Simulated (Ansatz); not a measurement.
Abridged output of a molecular run in Ansatz:

```
Functional definition: HF
1494 factors; integrals over basis functions are off by at most 1.0e-3 eV
mean field evaluation 1: about -12254.8674 eV, gradient 4.6e1 eV
mean field evaluation 2: about -12255.0887 eV, gradient 4.6e1 eV
mean field evaluation 4: about -12259.8161 eV, gradient 4.5e0 eV
mean field evaluation 8: about -12259.9044 eV, gradient 4.4e-1 eV
mean field evaluation 16: about -12259.9065 eV, gradient 1.6e-6 eV
mean field -12259.90645537 eV, -450.5432521718 hartree, gradient 1.6e-6 eV, S^2 0.000000; 0 other end points of the search recorded, 0 dependent functions left out
9 core orbitals not correlated: weight in the atoms' cores, before any rotation towards them, 1.000 or more for the frozen orbitals, at most 0.000 for the correlated occupied ones
reference -12259.90645537 eV, -450.5432521718 hartree; 14, 14 occupied and 227, 227 virtual orbitals, 1494 factors
second order -23.25428174 eV of doubles, -0.00000000 eV of singles
cycle   1  -23.43217175 eV  change   -1.8e-1 eV  update   1.1e-1
cycle   2  -24.03160001 eV  change   -6.0e-1 eV  update   3.4e-2
cycle   3  -24.17665890 eV  change   -1.5e-1 eV  update   1.8e-2
cycle   4  -24.16316954 eV  change    1.3e-2 eV  update   4.6e-3
cycle   5  -24.16192891 eV  change    1.2e-3 eV  update   2.2e-3
cycle   6  -24.16264940 eV  change   -7.2e-4 eV  update   6.7e-4
cycle   7  -24.16224161 eV  change    4.1e-4 eV  update   2.9e-4
cycle   8  -24.16215334 eV  change    8.8e-5 eV  update   1.1e-4
cycle   9  -24.16218514 eV  change   -3.2e-5 eV  update   5.0e-5
cycle  10  -24.16218284 eV  change    2.3e-6 eV  update   2.1e-5
perturbative correction -1.01892194 eV, -0.0374446907 hartree
Total energy: -12285.08756016 eV, -451.4686407043 hartree
```

Its atoms:

Z-matrix (Å, degrees):
```
C
Al 1 1.947
H 1 1.092 2 112.5
H 1 1.095 2 111.2 3 -120.8
H 1 1.096 2 111.2 3 120.7
C 2 1.993 1 114.5 3 179.4
H 2 1.584 1 124.2 3 -0.7
O 6 1.351 2 116.8 1 -179.8
N 6 1.272 2 125.3 1 0.2
H 8 0.972 6 106.6 2 -180.0
H 9 1.016 6 111.5 2 -0.0
```

(1) Which basis set was used?
A. cc-pV(Q+d)Z
B. def2-TZVPP
C. def2-SVPD
D. def2-SVP

(2) Write the keys of the input that set method, charge and spin (a neutral closed shell needs none for the last two).

## Answers

(1) B. It gives 250 functions.

(2) 
```yaml
correlation: {method: ccsd_t}
```
